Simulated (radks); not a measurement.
The numbers below are computed, except where a source is named.
I IV, configuration [Kr] 4d10 5s1.75 5p2 6p0.25 (fractional occupations, a model configuration). Code: a radial shooting solver on a logarithmic mesh with Libxc functionals. Model: Dirac Kohn-Sham, PBE, spin-unpolarised, spherical densities, point nucleus; open shells fill j = l - 1/2 first.

Spin-orbit splittings of the eigenvalues, e(l+1/2) - e(l-1/2), with zeta = 2 splitting/(2l+1) and mean radii in bohr:

2p: occ. 6; splitting (eV) 298.7; zeta (eV) 199.2; <r> j=l-1/2 0.09846; <r> j=l+1/2 0.1041
3p: occ. 6; splitting (eV) 56.23; zeta (eV) 37.48; <r> j=l-1/2 0.3040; <r> j=l+1/2 0.3155
3d: occ. 10; splitting (eV) 11.82; zeta (eV) 4.729; <r> j=l-1/2 0.2865; <r> j=l+1/2 0.2901
4p: occ. 6; splitting (eV) 10.97; zeta (eV) 7.311; <r> j=l-1/2 0.7720; <r> j=l+1/2 0.8000
4d: occ. 10; splitting (eV) 1.730; zeta (eV) 0.6920; <r> j=l-1/2 0.9088; <r> j=l+1/2 0.9197
5p: occ. 2; splitting (eV) 1.477; zeta (eV) 0.9845; <r> j=l-1/2 2.054; <r> j=l+1/2 2.123
5d: occ. 0; splitting (eV) 0.1635; zeta (eV) 0.06540; <r> j=l-1/2 2.892; <r> j=l+1/2 2.917
6p: occ. 0.25; splitting (eV) 0.3702; zeta (eV) 0.2468; <r> j=l-1/2 4.467; <r> j=l+1/2 4.573
